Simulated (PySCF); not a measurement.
Si(H)(F)2(Et) (C2H6F2Si), SMILES CC[SiH](F)F. Atoms are numbered in the order given.

```xyz
11

Si     0.6400     0.4155     0.0000
F      1.0353    -0.4817     1.3080
F      1.0353    -0.4817    -1.3080
C     -1.1970     0.7353     0.0000
C     -2.0453    -0.5464     0.0000
H      1.5017     1.6372     0.0000
H     -1.4252     1.3679    -0.8866
H     -1.4252     1.3679     0.8866
H     -3.1300    -0.3181     0.0000
H     -1.8309    -1.1675    -0.8929
H     -1.8309    -1.1675     0.8929
```

Geometry: PBE-D3(BJ)/def2-SVP. Other conformers were not sampled.

Calculation: PBE-D3(BJ)/def2-SVP (PySCF).

Frequencies are harmonic and unscaled.

| mode | ν (cm⁻¹) | IR (km/mol) | moving atoms (share of kinetic energy) |
|---|---|---|---|
| 1 | 55 | 0.0 | F 39 %, C 31 %, H 29 % |
| 2 | 142 | 4.5 | C 42 %, F 34 %, H 21 % |
| 3 | 165 | 0.4 | H 65 %, F 26 % |
| 4 | 264 | 0.2 | H 61 %, F 17 %, C 17 % |
| 5 | 293 | 13.4 | F 74 %, Si 14 % |
| 6 | 428 | 41.1 | Si 46 %, C 24 %, F 18 %, H 12 % |
| 7 | 619 | 2.5 | C 44 %, H 34 %, Si 14 % |
| 8 | 659 | 1.3 | H 77 %, C 20 % |
| 9 | 787 | 63.5 | H 59 %, F 31 %, Si 9 % |
| 10 | 800 | 12.1 | H 82 %, F 16 % |
| 11 | 870 | 217.5 | Si 38 %, F 31 %, H 27 % |
| 12 | 901 | 77.9 | H 47 %, F 28 %, Si 21 % |
| 13 | 955 | 13.8 | H 74 %, C 19 % |
| 14 | 969 | 113.9 | H 49 %, Si 28 %, F 13 %, C 10 % |
| 15 | 1026 | 14.1 | C 68 %, H 31 % |
| 16 | 1203 | 4.0 | H 79 %, C 20 % |
| 17 | 1221 | 7.7 | H 57 %, C 42 % |
| 18 | 1344 | 0.9 | H 82 %, C 18 % |
| 19 | 1374 | 5.9 | H 91 %, C 9 % |
| 20 | 1426 | 6.7 | H 97 % |
| 21 | 1430 | 7.5 | H 96 % |
| 22 | 2214 | 149.4 | H 97 % |
| 23 | 2968 | 8.1 | H 95 % |
| 24 | 2976 | 25.4 | H 97 % |
| 25 | 3018 | 3.7 | H 91 %, C 9 % |
| 26 | 3064 | 13.2 | H 90 %, C 10 % |
| 27 | 3068 | 12.5 | H 91 %, C 9 % |
